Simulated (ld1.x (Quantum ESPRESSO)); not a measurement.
**What the settings do to the PAW potential of Be (Z = 4)**

Base potential:

ld1.x (Quantum ESPRESSO) 7.5 input, shortened:

```
&input
   title='Be', zed=4., rel=1, dft='PBE', iswitch=3,
   config='[He] 2s0 2p0'
 /
 &inputp
   pseudotype=3, lpaw=.true., tm=.true., lloc=-2, rcloc=1.50,
   nlcc=.false.,
   which_augfun='PSQ', rmatch_augfun_nc=.true.
 /
4
1S  1  0   2.00   0.00  0.80  1.00  0.0
2S  2  0   0.00   0.00  0.80  1.00  0.0
2P  2  1   0.00   0.00  2.35  3.05  0.0
2P  2  1   0.00  -0.50  2.35  3.05  0.0
 &test
   configts(1)='1s2 2s0 2p0'
 /
```

All-electron outer shells of the reference configuration (PBE, scalar-relativistic, ld1.x):

```json
{"shell": "1s", "level (eV)": "-132.28", "outermost node (bohr)": "–", "outermost maximum (bohr)": "0.27"}
{"shell": "2s", "level (eV)": "-20.89", "outermost node (bohr)": "0.58", "outermost maximum (bohr)": "1.67"}
{"shell": "2p", "level (eV)": "-17.34", "outermost node (bohr)": "–", "outermost maximum (bohr)": "1.49"}
```

Cutoffs, loose and tight: the cutoffs (Ry, on a coarse ladder) from which the occupation-weighted sum of valence levels, in a spherical-Bessel basis at the reference potential, stays within 10 and 1 mRy of its value at 400 Ry. They do not see the model core or the augmentation charge, which bear on the density cutoff. Test errors are all-electron minus pseudo excitation energies from the reference, over the configurations 1s2 2s2 2p0; 1s2 2s1 2p0; 1s2 2s1.5 2p0; 1s2 2s0 2p2; 1s2 2s0 2p1; 1s1 2s2 2p0; 1s2 2s1 2p1. A dash means not determined; rows that change the core or the reference have their own tests.

For the base: The cutoffs count occupied waves only; the empty 2s level needs 90 Ry at the loose tolerance.

Cutoffs are not given where the Bessel-basis levels miss the radial ones by over 6 mRy, ghosts where they miss by over 20 mRy; a channel whose overlap is not positive is not tested.

A file whose overlap is not positive is unfit for use, and its test errors describe a broken file.

| change | outcome | cutoff, loose | cutoff, tight | bound ghosts | largest test error (meV) |
| --- | --- | --- | --- | --- | --- |
| base | generated | 50 Ry | 70 Ry | none | test run stopped at test 6 of 7 (negative rho), 5 before it not solved |
| waves 2p (bound): rcut 1.92, rcutus 2.04 bohr; 2p channel at -0.5 Ry: rcut 1.92, rcutus 2.04 bohr | generated | 50 Ry | 70 Ry | none | test run stopped at test 6 of 7 (negative rho), 5 before it not solved |
| waves 2p (bound): rcut 2.14, rcutus 2.26 bohr; 2p channel at -0.5 Ry: rcut 2.14, rcutus 2.26 bohr | generated | 50 Ry | 70 Ry | none | test run stopped at test 6 of 7 (negative rho), 5 before it not solved |
| waves 2p (bound): rcut 2.34, rcutus 2.48 bohr; 2p channel at -0.5 Ry: rcut 2.34, rcutus 2.48 bohr | generated | 50 Ry | 70 Ry | none | test run stopped at test 6 of 7 (negative rho), 5 before it not solved |
| waves 2p (bound): rcut 2.35, rcutus 2.90 bohr; 2p channel at -0.5 Ry: rcut 2.35, rcutus 2.90 bohr | generated | 50 Ry | 70 Ry | none | test run stopped at test 6 of 7 (negative rho), 5 before it not solved |
| waves 2p (bound): rcut 2.35, rcutus 3.10 bohr; 2p channel at -0.5 Ry: rcut 2.35, rcutus 3.10 bohr | generated | 50 Ry | 70 Ry | none | test run stopped at test 6 of 7 (negative rho), 5 before it not solved |
| waves 2p (bound): rcut 2.35, rcutus 3.42 bohr; 2p channel at -0.5 Ry: rcut 2.35, rcutus 3.42 bohr | generated, overlap not positive | – | – | not determined (overlap not positive) | test run stopped at test 6 of 7 (negative rho), 5 before it not solved |
| waves 2p (bound): rcut 2.35, rcutus 3.76 bohr; 2p channel at -0.5 Ry: rcut 2.35, rcutus 3.76 bohr | generated, overlap not positive | – | – | not determined (overlap not positive) | test run stopped at test 6 of 7 (negative rho), 5 before it not solved |
| waves 2p (bound): rcut 2.35, rcutus 3.96 bohr; 2p channel at -0.5 Ry: rcut 2.35, rcutus 3.96 bohr | generated, overlap not positive | – | – | not determined (overlap not positive) | test run stopped at test 6 of 7 (negative rho), 5 before it not solved |
| waves 2p (bound): rcut 2.35, rcutus 4.22 bohr; 2p channel at -0.5 Ry: rcut 2.35, rcutus 4.22 bohr | generated, overlap not positive | – | – | not determined (overlap not positive) | test run stopped at test 6 of 7 (negative rho), 5 before it not solved |
| waves 2p (bound): rcut 2.35, rcutus 4.50 bohr; 2p channel at -0.5 Ry: rcut 2.35, rcutus 4.50 bohr | generated | 50 Ry | 70 Ry | none | test run stopped at test 4 of 7 (negative rho), 3 before it not solved |

Reading the sweep of the p radius (base included, trends over the rows without a ghost): The loose cutoff stays near 50 Ry.
